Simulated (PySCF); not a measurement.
One of the candidates below gave these computed data.

All candidates are C4H11B.

- NMR, other nuclei: isotropic shieldings of nuclei other than C and H, by class: 19 (1 B) ppm [GIAO KT2/pcSseg-1]
- Triplet: lowest triplet excitation (Tamm–Dancoff): 5.14 eV [TDA PBE0/def2-SVPD]
- Polarisability: 65.8 au [PBE0/def2-SVPD]
- 13C NMR: chemical shifts (computed TMS as zero) by class: 23.9 (2 C), 3.9 (2 C) ppm [GIAO KT2/pcSseg-1]
- 1H NMR: chemical shifts (computed TMS as zero) by class: 7.15 (1 H), 1.45 (4 H), 0.87 (6 H) ppm [GIAO KT2/pcSseg-1]
- Rotational structure: rotational constants A, B, C: 12.731, 2.172, 2.083 GHz [PBE0-D3(BJ)/def2-SVP]
- UV, first state: lowest singlet excitation: 5.70 eV (218 nm, f = 0.002) [TDDFT PBE0/def2-SVPD]
- XPS: B1s 195.5, C1s 289.9 (×2), C1s 290.7 (×2) eV [ΔSCF SCAN, pcX-2 on the ionised atom, pcseg-1 elsewhere, spin-free X2C]
- Dipole: 0.50 D [PBE0/def2-SVPD]

The electronic properties come from PySCF, for the isolated species, density fitting. Levels stand in brackets. Isolated species at its PBE0-D3(BJ)/def2-SVP geometry (one conformer only). NMR classes are plain means over equivalent atoms (diastereotopic ones count apart unless rotation or inversion swaps them), as if these changed places fast.

Task: Which candidate is it?
A. `CCB(C)C` (BMe2Et)
B. `[H]B(CC)CC` (BEt2H)
C. `[H]B([H])CC(C)C` (BH2(iBu))

Result: B. It is `[H]B(CC)CC`. 4 carbons fall into 2 classes; from least to most shielded: carbon bonded to B, C and 2 H (23.9 ppm, 2 C), carbon bonded to C and 3 H (3.9 ppm, 2 C). Hydrogen classes from least to most shielded: 1 H on a boron bonded to 2 C and H (7.15 ppm), 4 H on 2 like atoms (carbon bonded to B, C and 2 H) (1.45 ppm), 6 H on 2 like atoms (carbon bonded to C and 3 H) (0.87 ppm, a mean of values up to 1.0 ppm apart in this geometry). The other shieldings belong to: 19 ppm, boron bonded to 2 C and H. The core levels belong to: B1s 195.5 eV, boron bonded to 2 C and H; C1s 289.9 eV, carbon bonded to B, C and 2 H; C1s 290.7 eV, carbon bonded to C and 3 H. One atom of each topological class was ionised and stands for its class. By its constants the optimised geometry is an asymmetric top.

The others, at the same levels:
- `[H]B([H])CC(C)C` fails: its computed core binding energies are B1s 196.1, C1s 290.1, C1s 290.4 (×2), C1s 290.5 eV, rotational constant A is 6.220 GHz (against 12.731 GHz) and smallest rotational constant is 3.102 GHz (against 2.083 GHz).
- `CCB(C)C` fails: its computed core binding energies are B1s 195.4, C1s 289.8, C1s 289.9 (×2), C1s 290.6 eV, rotational constant A is 5.990 GHz (against 12.731 GHz) and smallest rotational constant is 2.569 GHz (against 2.083 GHz).
